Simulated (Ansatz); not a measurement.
`C#[C][Zr]([OH])([OH])[F]` + HCl → `C#[C][Zr]([OH])([F])[Cl]` + H₂O at 298.15 K and 1 bar (ligand exchange at a Zr–O bond).

Calculated with Ansatz (gas phase, PBE0-D4/def2-TZVP geometries, no zero-point term in ΔE). CCSD(T)/CBS adds triple-zeta CCSD(T) − MP2 to the extrapolated MP2 energy (def2 sets, frozen cores). This one scheme is used for every species. def2 core potentials past Kr. For Zr outer-core shells are correlated without core-valence functions, which leaves a few kJ/mol of doubt a bond. One conformer a species, not always the lowest.

| species | CCSD(T)/CBS energy (Eh) | H − E (kJ/mol) | S (J/(mol·K)) |
| --- | --- | --- | --- |
| `C#[C][Zr]([OH])([OH])[F]` | -375.20279 | 146.5 | 409.4 |
| HCl | -460.38127 | 26.6 | 186.8 |
| `C#[C][Zr]([OH])([F])[Cl]` | -759.21682 | 115.7 | 406.5 |
| H₂O | -76.37941 | 66.4 | 188.7 |

H − E and S are ideal-gas, rigid-rotor, harmonic terms from PBE0-D4/def2-TZVP, for one conformer and one mirror image of each species. 1 Eh = 2625.50 kJ/mol, R = 8.31446 J/(mol·K).

Problem. By hand: ΔE, ΔH, ΔS and ΔG.

Solution. ΔE = (-759.21682) + (-76.37941) − (-375.20279) − (-460.38127) = -0.01217 Eh = -32.0 kJ/mol. Δ(H − E) = 115.7 + 66.4 − 146.5 − 26.6 = 9.0, so ΔH = -23.0 kJ/mol. ΔS = 406.5 + 188.7 − 409.4 − 186.8 = -1.0 J/(mol·K). ΔG = -23.0 − 298.15 × (-1.0)/1000 = -22.7 kJ/mol.

Problem. By hand: the equilibrium constant, and the temperature at which ΔG would vanish if ΔH and ΔS stayed fixed.

Solution. log₁₀ K = −ΔG/(RT ln 10) = 4.0. ΔG = 0 at ΔH/ΔS = 23000 K, far beyond where these terms or the molecules hold.

The number of gas molecules stays the same, so ΔS is small and ΔH decides. A doubt of 5 kJ/mol in ΔE shifts log₁₀ K by 0.9 here. Other conformers and mirror images would add mixing entropy, several J/(mol·K) or more a flexible species. These are equilibria of isolated gas molecules and say nothing of rates. Largest T1 diagnostic: 0.017 (customary marks: 0.02 for closed shells, 0.045 for open ones).
